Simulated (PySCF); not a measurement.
GaH₄⁻: from structure and modes to constants

All numbers come from PySCF, PBE0, basis Ga def2-TZVPD, H def2-TZVPD (no relativity, density fitting).

The singlet minimum has Td symmetry. Masses (u): Ga 68.92558, H 1.00782.

```xyz
5
charge -1 multiplicity 1, angstrom
Ga    0.0000    0.0000    0.0000
H    -0.9380   -0.9380   -0.9380
H    -0.9380    0.9380    0.9380
H     0.9380   -0.9380    0.9380
H     0.9380    0.9380   -0.9380
```

Harmonic wavenumbers (cm⁻¹): 721.2 (t2, ×3), 774.8 (e, ×2), 1697.7 (t2, ×3), 1767.6 (a1, ×1).

**Question.** What is the harmonic zero-point energy?

**Answer.** Half the sum of all 9 wavenumbers, 10574/2 = 5287 cm⁻¹, which is 63.2 kJ/mol (1 cm⁻¹ = 0.0119627 kJ/mol).

**Question.** Find the vibrational entropy and heat capacity at 298.15 K.

**Answer.** With u = 1.43878 ω/T, each mode gives S = R[u/(eᵘ−1) − ln(1−e⁻ᵘ)] and C = R u² eᵘ/(eᵘ−1)².
| ω (cm⁻¹) | u | S (J/(mol K)) | C (J/(mol K)) |
| --- | --- | --- | --- |
| 721.2 (×3) | 3.480 | 1.18 | 3.30 |
| 774.8 (×2) | 3.739 | 0.96 | 2.90 |
| 1697.7 (×3) | 8.192 | 0.02 | 0.15 |
| 1767.6 | 8.530 | 0.02 | 0.12 |
The sums over all modes are S = 5.5 and C = 16.3 J/(mol K); the softest mode gives 21 % of the entropy (each member, where degenerate).

**Question.** Give the standard entropy (298.15 K, 1 bar) by its translational, rotational, vibrational and spin parts, and Cp.

**Answer.** Sackur–Tetrode with M = 72.96 u gives 162.4; rotation with symmetry number 12 gives 52.3; vibration 5.5; spin R ln 1 = 0.0. The total is 220.2 J/(mol K), and Cp = 4 R + 16.3 = 49.5 J/(mol K).

Other isomers or separated fragments may lie lower. The lowest empty level of this anion is unbound, so it and the gap depend on the basis.
